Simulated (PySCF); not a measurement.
Si(H)(Cl)(vinyl)(NH2) (C2H6ClNSi), SMILES C=C[SiH](N)Cl.

Coordinates come from a PBE0-D3(BJ)/def2-SVP optimisation. The values are those of a single conformer.

These are PySCF with SMD-PBE0/6-31G* values and carry that method's errors.

Solvation free energies are E(SMD) − E(gas) at the gas-phase geometry, for 1 M in both phases. In vacuum the dipole moment is 2.24 D.

```csv
solvent,ΔG(solv) (kcal/mol),its non-electrostatic (CDS) part,dipole (D)
water,-1.9,4.5,2.81
chlorobenzene,-4.8,0.1,2.68
dichloromethane,[?],[?],[?]
```

Task: Fill in the missing entries. (Estimate from the structure and the level; the computed values follow.)

Result: 
- dichloromethane, ΔG(solv) (kcal/mol): -5.6
- dichloromethane, its non-electrostatic (CDS) part: -0.1
- dichloromethane, dipole (D): 2.72
